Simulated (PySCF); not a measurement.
difluoromethyl(fluoro)silane (CH₃F₃Si), SMILES F[SiH2]C(F)F.

Geometry: PBE-D3(BJ)/def2-SVP. The values are those of a single conformer.

Computed with TDDFT-PBE/def2-SVPD (PySCF 2.14.0).

Vertical excitations.  State labels are in the subgroup Cs.

Computed lowest excited states:
```json
[
 {"state": "S1", "symmetry": "A'", "energy (eV)": "6.16", "λ (nm)": "201", "f": "0.000", "main pairs": "HOMO→LUMO 99 %"},
 {"state": "S2", "symmetry": "A'", "energy (eV)": "7.29", "λ (nm)": "170", "f": "0.025", "main pairs": "HOMO→LUMO+1 98 %"},
 {"state": "S3", "symmetry": "A\"", "energy (eV)": "7.36", "λ (nm)": "169", "f": "0.001", "main pairs": "HOMO−1→LUMO 97 %"},
 {"state": "S4", "symmetry": "A\"", "energy (eV)": "7.54", "λ (nm)": "164", "f": "0.010", "main pairs": "HOMO→LUMO+2 95 %"},
 {"state": "S5", "symmetry": "A'", "energy (eV)": "7.96", "λ (nm)": "156", "f": "0.097", "main pairs": "HOMO→LUMO+3 92 %"},
 {"state": "S6", "symmetry": "A'", "energy (eV)": "8.15", "λ (nm)": "152", "f": "0.023", "main pairs": "HOMO→LUMO+4 99 %"},
 {"state": "S7", "symmetry": "A'", "energy (eV)": "8.35", "λ (nm)": "148", "f": "0.010", "main pairs": "HOMO−2→LUMO 99 %"},
 {"state": "S8", "symmetry": "A\"", "energy (eV)": "8.48", "λ (nm)": "146", "f": "0.003", "main pairs": "HOMO−3→LUMO 99 %"},
 {"state": "S9", "symmetry": "A\"", "energy (eV)": "8.55", "λ (nm)": "145", "f": "0.040", "main pairs": "HOMO−1→LUMO+1 93 %"},
 {"state": "S10", "symmetry": "A'", "energy (eV)": "8.81", "λ (nm)": "141", "f": "0.073", "main pairs": "HOMO−1→LUMO+2 82 %"},
 {"state": "T1", "symmetry": "A'", "energy (eV)": "5.80", "λ (nm)": "214", "f": "0", "main pairs": "HOMO→LUMO 99 %"},
 {"state": "T2", "symmetry": "A\"", "energy (eV)": "6.90", "λ (nm)": "180", "f": "0", "main pairs": "HOMO→LUMO+2 61 %, HOMO−1→LUMO 38 %"},
 {"state": "T3", "symmetry": "A\"", "energy (eV)": "6.95", "λ (nm)": "178", "f": "0", "main pairs": "HOMO−1→LUMO 61 %, HOMO→LUMO+2 38 %"},
 {"state": "T4", "symmetry": "A'", "energy (eV)": "7.00", "λ (nm)": "177", "f": "0", "main pairs": "HOMO→LUMO+1 98 %"}
]
```
Triplets are in the Tamm–Dancoff approximation, which puts them higher than full response would, so one can lie above its singlet here.
